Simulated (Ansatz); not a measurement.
Geometry optimisation, RKS BHLYP-D4/def2-SVP in Ansatz.

Input file:

```yaml
crystal:
  periodic: [false, false, false]
  atoms:
    - { symbol: W, position_ang: [0.0, 0.0, 0.0] }
    - { symbol: H, position_ang: [0.7888, 0.0, 1.7505] }
    - { symbol: O, position_ang: [1.9156, 0.0, 0.9539] }
    - { symbol: H, position_ang: [2.2528, -0.9519, 0.9343] }
    - { symbol: Cl, position_ang: [0.0, 2.39, 0.0] }
    - { symbol: O, position_ang: [-1.94, 0.0, 0.0] }
    - { symbol: H, position_ang: [-2.2771, -0.1263, 0.9437] }
    - { symbol: O, position_ang: [0.0, -1.94, 0.0] }
    - { symbol: H, position_ang: [0.3816, -2.2771, 0.8723] }
    - { symbol: O, position_ang: [0.0, 0.0, -1.94] }
    - { symbol: H, position_ang: [0.5278, 0.7924, -2.2771] }
basis:
  gaussian: { orbitals: def2-SVP }
hamiltonian:
  xc: { name: BHLYP }
  dispersion: d4
relax:
  f_tol: 0.15
  max_steps: 25
  restrain:
    - { distance: [1, 2], at: 1.01, k: 30.0 }
    - { distance: [0, 1], at: 2.92, k: 30.0 }
    - { distance: [0, 2], at: 3.14, k: 30.0 }
```

Run as:

```bash
$ ansatz run input.yaml --threads 4 --pin off --max-ram 5120MiB --backend cpu --events-out ev --progress --plain --runs-dir out
```

**Question.** Where does it end, and by what steps?

**Answer.** The run converged. The restraints hold the end off the free minimum; the threshold counts their pulls, which the force column leaves out. Restrained pairs: H2–O3 (1.38 → 0.98 Å), W1–H2 (1.92 → 2.93 Å), W1–O3 (2.14 → 3.14 Å). After 18 steps the energy has fallen by 4.335 eV (the restraints' own energy left out); H2 moved furthest, 1.62 Å.

```
step  energy less start (eV)  largest force component (eV/Å)  accepted
   0                  0.0000                           3.826       yes
   1                 -0.4555                           3.099       yes
   2                 -0.6952                           6.152       yes
   3                 -2.2677                           4.628       yes
   4                 -3.2895                           3.021       yes
   5                 -3.6407                           1.048       yes
   6                 -3.7484                           2.185       yes
   7                 -3.8867                           1.144       yes
   8                 -3.9873                           1.189       yes
   9                 -4.0835                           0.969       yes
  10                 -4.1671                           0.809       yes
  11                 -4.2333                           0.824       yes
  12                 -4.2798                           0.841       yes
  13                 -4.2956                           1.082       yes
  14                 -4.2712                           1.617        no
  15                 -4.3182                           1.038       yes
  16                 -4.3295                           0.700       yes
  17                 -4.2974                           0.699        no
  18                 -4.3353                           0.676       yes
```

```xyz
11
Properties=species:S:1:pos:R:3
W -0.700 -0.154 -0.236
H 1.845 0.816 0.835
O 2.365 0.130 0.366
H 2.810 -0.375 1.043
Cl -0.268 1.863 0.876
O -2.562 0.029 -0.115
H -2.952 0.002 0.768
O -0.551 -2.000 0.006
H -0.235 -2.587 0.686
O 0.489 0.121 -1.644
H 1.410 0.041 -1.346
```

Time of the run: 75 s on 4 threads of Arm Neoverse V1, on a shared host, peak memory 0.36 GiB.
